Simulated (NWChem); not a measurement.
Molecule: sulfur hexafluoride (SF$_{6}$); SMILES FS(F)(F)(F)(F)F

All runs: NWChem. Pople sets run with spherical d functions. Geometry: optimised at PBE0/def2-SVP. B3LYP is NWChem's, with the RPA form of VWN correlation. Total energies compare along this basis series because the functional is fixed.

```json
[
 {"level": "B3LYP/STO-3G", "basis functions": "39", "energy (Ha)": "-983.6340", "highest occupied level (eV)": "-5.54", "orbital gap (eV)": "9.55", "relative time": "1"},
 {"level": "B3LYP/3-21G", "basis functions": "67", "energy (Ha)": "-991.7387", "highest occupied level (eV)": "-11.43", "orbital gap (eV)": "9.02", "relative time": "1"},
 {"level": "B3LYP/6-31G*", "basis functions": "102", "energy (Ha)": "-997.0981", "highest occupied level (eV)": "-11.59", "orbital gap (eV)": "9.84", "relative time": "5"},
 {"level": "B3LYP/6-31+G*", "basis functions": "130", "energy (Ha)": "-997.1372", "highest occupied level (eV)": "-12.23", "orbital gap (eV)": "9.59", "relative time": "10"},
 {"level": "B3LYP/def2-SVP", "basis functions": "102", "energy (Ha)": "-996.5284", "highest occupied level (eV)": "-11.89", "orbital gap (eV)": "9.94", "relative time": "3"},
 {"level": "B3LYP/def2-SVPD", "basis functions": "165", "energy (Ha)": "-996.5904", "highest occupied level (eV)": "-12.31", "orbital gap (eV)": "9.75", "relative time": "10"},
 {"level": "B3LYP/def2-TZVP", "basis functions": "223", "energy (Ha)": "-997.4813", "highest occupied level (eV)": "-12.09", "orbital gap (eV)": "10.02", "relative time": "20"},
 {"level": "B3LYP/6-311++G**", "basis functions": "162", "energy (Ha)": "-997.3090", "highest occupied level (eV)": "-12.45", "orbital gap (eV)": "9.51", "relative time": "8"},
 {"level": "B3LYP/aug-cc-pVTZ", "basis functions": "326", "energy (Ha)": "-997.4399", "highest occupied level (eV)": "-12.14", "orbital gap (eV)": "9.83", "relative time": "100"}
]
```

Relative times are rough (shared machine, one core).
